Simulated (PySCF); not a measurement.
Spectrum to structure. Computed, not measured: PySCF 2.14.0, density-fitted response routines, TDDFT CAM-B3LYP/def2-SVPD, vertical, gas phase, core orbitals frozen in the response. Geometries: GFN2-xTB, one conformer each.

| state | E (eV) | f | main configurations (H = HOMO, L = LUMO) |
| --- | --- | --- | --- |
| S1 | 4.90 | 0.690 | H→L (97%) |
| S2 | 5.21 | 0.0038 | H→L+1 (80%) |
| S3 | 5.58 | 0.0016 | H→L+2 (62%), H→L+5 (15%) |
| S4 | 6.02 | 0.0087 | H→L+3 (49%), H→L+4 (33%) |
| S5 | 6.27 | 0.0059 | H→L+3 (30%), H→L+4 (20%), H→L+7 (19%) |
| S6 | 6.33 | 0.0001 | H→L+4 (30%), H→L+5 (21%), H→L+7 (15%) |
| S7 | 6.54 | 0.0008 | H→L+7 (47%), H→L+5 (41%) |
| S8 | 6.59 | 0.072 | H→L+6 (65%), H-1→L (14%), H→L+8 (8%) |

Triplets computed (Tamm–Dancoff): 2.91, 4.78, 5.00 eV.

Orbital energies (eV): HOMO-3 -11.05, HOMO-2 -9.93, HOMO-1 -9.10, HOMO -7.07, LUMO 0.28, LUMO+1 0.86, LUMO+2 1.14.

**Question.** Which candidate is it? All have the formula C5H10SSi.
A. `C/C=C/C=C\S[SiH3]`
B. `CCC#C[SiH2]SC`
C. `C[C@@H]1C=C(S[SiH3])C1`
D. `C[Si@@H]1CC=CSC1`
E. `[SiH3]SC12CC(C1)C2`

**Answer.** A. Its S1, at 4.90 eV, is the lowest among the candidates; the nearest of the others has S1 at 5.21 eV. S1 is HOMO→LUMO (97%). Löwdin shares by element: HOMO carbon 49% or more, sulfur 28% (atoms not listed hold the other 23%); LUMO carbon 72% or more (atoms not listed hold the other 28%). At the same level the other candidates give, for their lowest levels:
- `C[C@@H]1C=C(S[SiH3])C1`: 5.42 eV (f 0.007); 5.87 eV (f 0.027); 5.89 eV (f 0.243); 6.35 eV (f 0.001); 6.58 eV (f 0.003); T1 3.98 eV; HOMO -7.54, LUMO 0.84 eV
- `C[Si@@H]1CC=CSC1`: 5.21 eV (f 0.047); 5.56 eV (f 0.006); 5.77 eV (f 0.107); 6.21 eV (f 0.018); 6.35 eV (f 0.010); T1 3.82 eV; HOMO -7.10, LUMO 1.05 eV
- `[SiH3]SC12CC(C1)C2`: 5.74 eV (f 0.011); 6.22 eV (f 0.011); 6.76 eV (f 0.005); 6.95 eV (f 0.000); 7.10 eV (f 0.015); T1 5.41 eV; HOMO -8.04, LUMO 0.98 eV
- `CCC#C[SiH2]SC`: 5.47 eV (f 0.019); 5.86 eV (f 0.001); 5.94 eV (f 0.012); 6.13 eV (f 0.007); 6.25 eV (f 0.011); T1 4.94 eV; HOMO -7.98, LUMO 0.66 eV

Shape of the structure used: `[CH3:1]/[CH:2]=[CH:3]/[CH:4]=[CH:5]\[S:6][SiH3:7]`: C2–C3–C4–C5 180°, C4–C5–S6–Si7 180°.
